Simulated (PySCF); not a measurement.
B(H)(OH)(OSiH3) (BH5O2Si), SMILES OBO[SiH3]. Coordinates come from a B3LYP-D3(BJ)/def2-SVP optimisation. The values are those of a single conformer.

Computed equilibrium geometry at B3LYP-D3(BJ)/def2-SVP (PySCF confirms it by a frequency run) as Cartesian coordinates in Å, and its point group (one conformer of several):
point group Cs.
```xyz
9

B     -0.4696     1.1592     0.0000
H     -1.6760     1.0941     0.0000
O      0.0950     2.3890     0.0000
H      1.0622     2.3422     0.0000
O      0.3153     0.0427     0.0000
Si    -0.0047    -1.6027     0.0000
H     -1.4748    -1.8468     0.0000
H      0.6098    -2.2008     1.2154
H      0.6098    -2.2008    -1.2154
```
